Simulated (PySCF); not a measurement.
A structure optimised at B3LYP-D3(BJ)/def2-SVP, used in a PySCF frequency run:

```xyz
8

Ga     0.0502    -0.7785     0.0000
H     -1.0835    -1.8482     0.0000
H      1.6111    -0.9408     0.0000
O     -0.5682     0.9022     0.0000
C      0.2035     2.0743     0.0000
H      1.2958     1.8836     0.0000
H     -0.0276     2.6877     0.8908
H     -0.0276     2.6877    -0.8908
```
Charge 0, spin multiplicity 1.

Q: Write its SMILES, formula and point group.

A: C[O][GaH2], CH5GaO, Cs

Q: What are its rotational constants (standard atomic weights)?

A: 39.401, 3.8856, 3.6178 GHz
